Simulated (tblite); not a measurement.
A tight-binding relaxation on `CSc1ccc(SC)[s+]c1`.

Computed with GFN2-xTB geometry optimisation, gas phase (tblite 0.8.0). Start geometry: from a force field or distance geometry. The input is one job of a driver script: a line of settings, then coordinates in Å.

Input:
```
{"job": {"kind": "relax", "xc": "GFN2-xTB", "basis": "xTB"}, "charge": 1, "multiplicity": 1}
C     -3.879700     0.626700     0.202500
S     -3.014000    -0.927100     0.471800
C     -1.314100    -0.376100     0.202200
C     -0.638400    -0.905400    -0.911400
C      0.686900    -0.586300    -1.232800
C      1.482400     0.305700    -0.522200
S      3.137700     0.665800    -1.094900
C      4.094300     0.040800     0.322700
S      0.902900     1.176900     0.912600
C     -0.751700     0.540400     1.087700
H     -3.624400     1.365900     0.962600
H     -3.659500     1.025200    -0.786200
H     -4.970000     0.449700     0.271400
H     -1.148700    -1.631300    -1.546500
H      1.106700    -1.056700    -2.122400
H      3.811400    -0.998400     0.550300
H      3.927200     0.656100     1.209300
H      5.151300     0.061500     0.070600
H     -1.310200     0.905400     1.945300
```

Output:
```
step      E/eV     max force
  0    -784.29576    2.041
  1    -784.41358    1.197
  2    -784.48194    0.546
  3    -784.50470    0.356
  4    -784.52395    0.315
  5    -784.53105    0.208
  6    -784.54211    0.292
  7    -784.54941    0.258
  8    -784.55521    0.199
  9    -784.55949    0.193
... (106 lines left out)
116    -785.18675    0.018
117    -785.18680    0.017
118    -785.18686    0.016
119    -785.18693    0.013
120    -785.18697    0.012
121    -785.18700    0.010
122    -785.18702    0.010
123    -785.18706    0.012
124    -785.18709    0.011
125    -785.18712    0.009
```

«max force» is the largest atomic force in eV/Å.

From which step on does the largest force stay under 0.1 eV/Å, and how much energy is left to gain from there?

From step 86 (0.100 eV/Å), 8.7 meV above the end.

Main results: energy lowered by 20.6 kcal/mol over 125 steps; largest atomic force 0.009 eV/Å at the end.

Give the final coordinates.

0.888 Å rms from the input after alignment:
```
atom  x, y, z in Å
C1    -3.7647    0.7544    0.7319
S2    -3.1197   -0.3159   -0.5780
C3    -1.3885   -0.2438   -0.3990
C4    -0.6583   -1.0012   -1.3575
C5     0.7018   -1.0662   -1.4087
C6     1.5655   -0.3937   -0.5252
S7     3.2598   -0.5718   -0.7517
C8     3.9507    0.4602    0.5607
S9     0.9535    0.5795    0.7484
C10   -0.7409    0.4762    0.5717
H11   -3.5182    0.3484    1.7083
H12   -3.3945    1.7675    0.6081
H13   -4.8429    0.7461    0.5990
H14   -1.2382   -1.5510   -2.0838
H15    1.1733   -1.6650   -2.1753
H16    3.6545    0.0749    1.5327
H17    3.6264    1.4898    0.4344
H18    5.0303    0.3999    0.4553
H19   -1.2599    1.0504    1.3212
```

Estimate the wall time. Hardware: one thread, Arm Neoverse N1 (aarch64), shared host with 64 logical CPUs at a one-minute load of 24.

About 2.2 s.
Labels such as C1 count atoms from 1, the log's own numbers from 0.
